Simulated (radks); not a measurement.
Q: Valence configurations of Ir I (all share [Xe]). All-electron calculation, Dirac Kohn-Sham, BLYP, spin-unpolarised, spherical densities, finite nucleus; open shells are shared between the two j in proportion to 2j + 1; Fermi nuclear charge, rms radius 5.4032 fm. Program: a radial shooting solver on a logarithmic mesh with Libxc functionals. Order these by energy: 4f13.5 5d7.5 6s2; 4f14 5d9; 4f14 5d6.5 6s2 6p0.5; 4f14 5d8 6s1; 4f14 5d7 6s2; 4f12 5d8 6s2 6p1; 4f13 5d8 6s1 6p1; 4f13.5 5d7 6s2 6p0.5; 4f13 5d7 6s2 6p1; 4f14 5d7 6s1 6p1.

A: From the lowest, in eV above it: 4f14 5d8 6s1 0.000; 4f14 5d7 6s2 0.267; 4f14 5d9 0.609; 4f14 5d6.5 6s2 6p0.5 3.449; 4f14 5d7 6s1 6p1 5.485; 4f13.5 5d7.5 6s2 28.823; 4f13.5 5d7 6s2 6p0.5 32.284; 4f13 5d8 6s1 6p1 65.065; 4f13 5d7 6s2 6p1 67.905; 4f12 5d8 6s2 6p1 138.25. NIST lists [Xe] 4f14 5d7 6s2 as the ground configuration; this level of theory puts 4f14 5d8 6s1 lower, by 0.267 eV. The energies are those of spherical spin-averaged densities, not of single terms.
